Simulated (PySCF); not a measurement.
## Electron correlation in P (phosphorus, neutral)

[Ne] 3s1 3p3 4s1, high-spin 6S determinant (an excited configuration). Calculation: PySCF 2.14, in x2c-QZVPPall with one added diffuse shell each of s, p, d, f type (10s7p5d3f1g, 86 functions); scalar relativity by spin-free X2C-1e. Frozen: [Ne]; 5 electrons correlated.

MP2 pair energies summed by pair of shells (mhartree):

```
 pair  energy  share (%)
3p-3p  -20.36       62.9
3p-4s   -7.74       23.9
3s-3p   -3.97       12.3
3s-4s   -0.31        1.0
```

Total MP2 correlation energy: -32.39 mhartree.

Same-spin part -32.39 and opposite-spin part 0.00 mhartree; SCS-MP2 scales them by 1/3 and 6/5 to -10.80 mhartree.
